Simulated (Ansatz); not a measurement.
Stepwise reaction of `O[SiH2]N[SiH3]` with ammonia, as a gas-phase model of exchange steps in deposition or etching. ΔE in kJ/mol.

Gas-phase electronic energies from Ansatz, PBE0-D4/def2-TZVP geometries. CCSD(T)/CBS adds triple-zeta CCSD(T) − MP2 to the extrapolated MP2 energy (def2 sets, frozen cores). This one scheme is used for every species. Functionals use def2-TZVPP. B3LYP here is the variant with VWN-RPA as its local correlation; programs differ in this. One conformer a species, not always the lowest.

```json
{"step": "2", "reaction": "`N[SiH2]N[SiH2]O` + NH₃ → `N[SiH2]N[SiH](N)O` + H₂", "PBE-D4": "-63.0", "B3LYP-D4": "-63.7", "ωB97M-V": "-63.9", "CCSD(T)/CBS": "-61.5"}
```

(1) Give the row of step 1, `O[SiH2]N[SiH3]` + NH₃ → `N[SiH2]N[SiH2]O` + H₂. (An estimate is asked.)

(2) By hand: ΔE of the 2 steps together at CCSD(T)/CBS.

## Answers

(1) Computed: 
| step | reaction | PBE-D4 | B3LYP-D4 | ωB97M-V | CCSD(T)/CBS |
| --- | --- | --- | --- | --- | --- |
| 1 | `O[SiH2]N[SiH3]` + NH₃ → `N[SiH2]N[SiH2]O` + H₂ | -40.6 | -42.7 | -44.3 | -44.0 |

(2) (-44.0) + (-61.5) = -105.5 kJ/mol, or -52.8 kJ/mol a step.

In ΔE each step is lower than the one before. All are downhill at CCSD(T)/CBS. PBE-D4 differs from CCSD(T)/CBS by -1.5 to 3.4 kJ/mol a step. Isolated molecules leave out the surface, adducts and barriers. Largest T1 diagnostic: 0.011.
